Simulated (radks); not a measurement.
Valence configurations of the cadmium ion Cd3+ (all share [Kr]). Calculated with a radial shooting solver on a logarithmic mesh with Libxc functionals: scalar-relativistic Kohn-Sham, PBE, spin-polarised, spherical densities, finite nucleus; open shells are filled with parallel spins first (spin-orbit coupling, left out, can overturn this in heavy ions); Fermi nuclear charge, rms radius 4.6087 fm. Energies are relative to 4d9; eigenvalues in eV for spin up.

| valence | E (eV) | moment (Bohr magnetons) | e(4d) | e(5p) | e(5s) |
|---|---|---|---|---|---|
| 4d9 | 0.000 | 1 | -46.207 | - | - |
| 4d7 5p2 | 47.036 | 5 | -58.874 | -29.634 | - |
| 4d6 5s1 5p2 | 64.729 | 7 | -64.087 | -31.318 | -41.047 |
| 4d8 5s1 | 13.631 | 3 | -51.398 | - | -35.055 |
| 4d7.5 5p1.5 | 34.314 | 4 | -55.726 | -28.419 | - |
| 4d8 5p1 | 22.242 | 3 | -52.567 | -27.134 | - |
| 4d7 5s1 5p1 | 37.849 | 5 | -57.764 | -29.012 | -38.179 |
| 4d6 5p3 | 74.479 | 7 | -65.147 | -31.888 | - |
| 4d6.5 5s1 5p1.5 | 50.952 | 6 | -60.929 | -30.192 | -39.641 |
| 4d7 5s2 | 30.722 | 3 | -56.491 | - | -36.702 |

NIST lists [Kr] 4d9 as the ground configuration; this level of theory agrees among the configurations tried. The energies are those of spherical high-spin densities, not of single terms.
